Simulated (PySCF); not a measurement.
BrGaH3N, SMILES [NH2][GaH][Br].

Coordinates come from a B3LYP-D3(BJ)/def2-SVP optimisation. The structure was generated by enumeration; whether it is a known compound was not checked. Other conformers were not sampled.

All values below come from HF/def2-TZVPD run with PySCF.

Symmetry labels are those of the subgroup Cs that the program uses (full group Cs).

Computed valence orbital energies around the gap with their symmetry:
| orbital | symmetry | energy (eV) |
|---|---|---|
| HOMO−7 | A' | -26.74 |
| HOMO−6 | A' | -17.80 |
| HOMO−5 | A' | -16.95 |
| HOMO−4 | A' | -13.75 |
| HOMO−3 | A' | -12.26 |
| HOMO−2 | A" | -11.62 |
| HOMO−1 | A' | -11.09 |
| HOMO | A" | -10.94 |
| LUMO | A' | 1.24 |
| LUMO+1 | A" | 1.53 |
| LUMO+2 | A' | 1.84 |
| LUMO+3 | A' | 1.90 |
